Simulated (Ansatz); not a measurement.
Consider the formal exchange of groups at a P–Si bond: `OP[SiH3]` + `[SiH3][SeH]` → `OP[SiH2][SeH]` + SiH₄.

Calculated with Ansatz (gas phase, PBE0-D4/def2-TZVP geometries, no zero-point term in ΔE). CBS: MP2 limit from def2 TZ/QZ plus the TZ coupled-cluster correction, frozen cores. This one scheme is used for every species. Functionals use def2-TZVPP. B3LYP here is the variant with VWN-RPA as its local correlation; programs differ in this. For Se outer-core shells are correlated without core-valence functions, which leaves a few kJ/mol of doubt a bond. Scalar relativity is left out up to krypton. Each species was taken in one conformer, which may not be the lowest.

**Question.** Is it downhill or uphill in electronic energy at CCSD(T)/CBS, and by how much? (An estimate is asked.)

**Answer.** The calculation gave: Downhill: ΔE = -0.07 eV.

**Question.** What do these levels give: LDA (SPW92), r2SCAN-D4, BLYP, B3LYP, r2SCAN0, CCSD/def2-SVP? (An estimate is asked.)

**Answer.** The calculation gave: LDA (SPW92) -0.08, r2SCAN-D4 -0.07, BLYP -0.04, B3LYP -0.04, r2SCAN0 -0.06, CCSD/def2-SVP -0.05 eV.

Largest T1 diagnostic among the species: 0.013.

Leaving LDA and LC-ωPBE aside and taking each functional with its dispersion term where it has one, the values, not all of them listed here, spread over 0.04 eV, from BLYP-D4 to B2PLYP. In def2-TZVPP, CCSD(T) changes the Hartree–Fock value by −0.05 eV (the triples alone add −0.01 eV) and MP2 by −0.07 eV.
